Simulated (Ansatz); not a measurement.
Stepwise reaction of `[CH3][Zr]([CH3])([F])[F]` with hydrogen fluoride, as a gas-phase model of exchange steps in deposition or etching. ΔE in kJ/mol; ΔG adds harmonic PBE0-D4 terms to CCSD(T)/CBS, at 1 bar.

Computed with Ansatz on PBE0-D4/def2-TZVP structures; ΔE is electronic, products minus reactants. CCSD(T)/CBS adds triple-zeta CCSD(T) − MP2 to the extrapolated MP2 energy (def2 sets, frozen cores). This one scheme is used for every species. DFT in def2-TZVPP. B3LYP here is the variant with VWN-RPA as its local correlation; programs differ in this. def2 core potentials past Kr. For Zr outer-core shells are correlated without core-valence functions, which leaves a few kJ/mol of doubt a bond.

```tsv
step	reaction	PBE-D4	B3LYP-D4	ωB97M-V	CCSD(T)/CBS	ΔG(400 K)
1	`[CH3][Zr]([CH3])([F])[F]` + H–F → `[CH3][Zr]([F])([F])[F]` + CH₄	-234.8	-240.6	-238.2	-228.3	-206.6
2	`[CH3][Zr]([F])([F])[F]` + H–F → `[F][Zr]([F])([F])[F]` + CH₄	-224.4	-230.1	-227.4	-217.1	-200.1
```

Q: By hand: ΔE of the 2 steps together at CCSD(T)/CBS.

A: (-228.3) + (-217.1) = -445.4 kJ/mol, or -222.7 kJ/mol a step.

In ΔE each step is higher than the one before. All are downhill at CCSD(T)/CBS. ΔG lies between -206.6 and -200.1 kJ/mol a step. PBE-D4 differs from CCSD(T)/CBS by -7.3 to -6.5 kJ/mol a step. Isolated molecules leave out the surface, adducts and barriers. Largest T1 diagnostic: 0.018.
